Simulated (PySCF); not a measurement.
These compounds are isomers of formula C5H4FNO2.

A. `InChI=1S/C5H4FNO2/c6-5-3-8-4(1-7)2-9-5/h3-4H,2H2/t4-/m1/s1`
B. `C([C@@H](OC)C#N)(F)=C=O`
C. SMILES c1(C(C)=O)cc(F)on1

Spectrum 1. ¹H NMR (500 MHz, computed): δ 5.20 (m, 1H), 3.68 (s, 3H). ¹³C{¹H} NMR (computed): δ 240.3 (C), 125.5 (C), 118.8 (C), 74.3 (CH), 57.8 (CH3).

Spectrum 2. ¹H NMR (500 MHz, computed): δ 6.46 (d, J = 2.3 Hz, 1H), 4.58 (ddd, J = 2.6, 2.5, 1.3 Hz, 1H), 4.55 (ddd, J = 12.0, 1.8, 1.3 Hz, 1H), 4.25 (dd, J = 12.0, 2.5 Hz, 1H). ¹³C{¹H} NMR (computed): δ 165.0 (C, d, J = 330.3 Hz), 119.5 (C), 113.7 (CH, d, J = 45.0 Hz), 69.9 (CH2), 61.2 (CH).

Spectrum 3. ¹H NMR (500 MHz, computed): δ 6.21 (m, 1H), 2.77 (s, 3H). ¹³C{¹H} NMR (computed): δ 196.9 (C), 184.8 (C), 167.9 (C), 87.4 (CH), 29.2 (CH3).

- GFN2-xTB structure
- GIAO PBE0/pcSseg-1 shieldings
- J couplings at B3LYP/pcJ-1 (spin–dipole term left out of most H,H and C,H couplings)
- program: PySCF 2.14.0 with density-fitted response routines
- no relativistic terms, no solvent model, equivalent nuclei averaged, one computed conformer

Shifts are taken against calculated references (same method and geometry level): ¹H, ¹³C vs TMS. Multiplet labels drop J under 1 Hz and among equivalent protons, and merge close values. Unscaled 3J(H,H) run several per cent high. Splittings of carbon signals by F and P are missing where no couplings were computed. Where no couplings were computed, multiplicities follow the n + 1 count of equivalent neighbours, and m marks all less simple cases (inequivalent or close neighbours, rings, F or P nearby). One-bond C–F couplings are unscaled and too large by tens of Hz. Shifts are as computed. Against solution values, carbons near 30 ppm lie about +3 ppm off and those near 130 ppm about +5 ppm. Of 1211 compounds with measured shifts, 218 miss one by over three times the rms of a fit or turn the order of signals round; such compounds aren't used in these exercises.

Q: Match each spectrum to its structure.

A: 1–B, 2–A, 3–C.

- Spectrum 1 (B): 5 ¹³C signals; δC 118.8 is a nitrile carbon; δC 74.3 is an allylic sp3 CH bonded to O.
- Spectrum 2 (A): 5 ¹³C signals; δC 165.0 is an alkene carbon bearing oxygen; δC 119.5 is a nitrile carbon.
- Spectrum 3 (C): 5 ¹³C signals; δC 196.9 is a ketone carbonyl carbon; δC 184.8 is an aromatic carbon bearing fluorine.
